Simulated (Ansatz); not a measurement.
Reaction (ligand exchange at a B–S bond): `BSC(F)[SiH3]` + `C[SiH2][SiH2]S` → `BS[SiH2][SiH2]C` + `FC([SiH3])S`

Computed with Ansatz on PBE0-D4/def2-TZVP structures; ΔE is electronic, products minus reactants. CCSD(T)/CBS adds triple-zeta CCSD(T) − MP2 to the extrapolated MP2 energy (def2 sets, frozen cores). DFT in def2-TZVPP. Each species was taken in one conformer, which may not be the lowest.

| level | ΔE (kcal/mol) |
| --- | --- |
| PBE-D4 | 0.2 |
| ωB97M-V | 0.2 |
| HF/def2-TZVPP | 0.9 |
| SCS-MP2/def2-TZVPP | 0.1 |
| MP2/def2-QZVPP | -0.2 |
| HF/CBS(def2) | 0.9 |
| MP2/CBS(def2) | -0.2 |
| CCSD/CBS(def2) | 0.2 |

Problem. What does CCSD(T)/CBS give? (An estimate is asked.)

Solution. The calculation gave: +0.1 kcal/mol. The listed levels differ from it by 0.1, 0.1, 0.8, 0.0, -0.3, 0.8, -0.3, 0.1 kcal/mol.

Largest T1 diagnostic among the species: 0.014.

In def2-TZVPP, CCSD(T) changes the Hartree–Fock value by −0.7 kcal/mol (the triples alone add −0.1 kcal/mol) and MP2 by −1.0 kcal/mol.
